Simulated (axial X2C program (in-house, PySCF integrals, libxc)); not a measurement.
Spin–orbit effects along a row: homonuclear dimers, PBE0

All values come from calculations with an in-house all-electron X2C program for linear molecules (integrals from PySCF), spin-free (one-electron X2C) or two-component (2c: spin–orbit coupling with atomic mean-field Coulomb and Gaunt terms, which also bring small scalar terms), in Dyall basis sets with cores contracted in-house; open shells are unrestricted.

Basis sets: B dyall-v3z, Be dyall-cv3z, C dyall-v3z, F dyall-av3z, Li dyall-cv3z, N dyall-av3z.

| molecule | spin-free state | Re (Å) | ωe (cm⁻¹) | De (eV) | 2c state | Re 2c (Å) | ωe 2c (cm⁻¹) | De 2c (eV) |
| --- | --- | --- | --- | --- | --- | --- | --- | --- |
| Li₂ | M_S = 0, Λ = 0 | 2.728 | 340.9 | 0.83 | Ω = 0 | 2.728 | 340.9 | 0.83 |
| Be₂ | M_S = 0, Λ = 0 | 2.506 | 295.6 | 0.28 | Ω = 0 | 2.506 | 295.6 | 0.28 |
| B₂ | M_S = 2, Λ = 0 | 1.517 | 1293.4 | n/a | Ω = 2 | 1.517 | 1293.3 | n/a |
| C₂ | M_S = 1, Λ = 1 | 1.302 | 1706.8 | 6.18 | Ω = 2 | 1.302 | 1706.8 | 6.19 |
| N₂ | M_S = 0, Λ = 0 | 1.089 | 2479.6 | 9.76 | Ω = 0 | 1.089 | 2479.8 | 9.76 |
| F₂ | M_S = 0, Λ = 0 | 1.376 | 1099.0 | 1.53 | Ω = 0 | 1.376 | 1098.8 | 1.53 |

Each entry is the lowest single determinant of a limited PBE0 search at one distance. De goes to single-determinant-based atoms at the same level (for ions the charge split of lowest energy) and is withheld (n/a) where an atom does not fit its ground term or J level. Main or longest-lived isotopes. One determinant is a doubtful description, or other states lie close, for B₂, C₂; these need not be ground states, and all values refer to the states named. Some open-shell Ω = 0 determinants are out of reach, so the Ω given for B₂, C₂ need not be the lowest component. With several unpaired electrons the Ω given is that of one determinant, not necessarily of the lowest component. Some light 2c atoms are not at their ground J level, so De misses part of their lowering (0.04 eV or less). The functionals have no current term, which raises determinants with orbital currents.
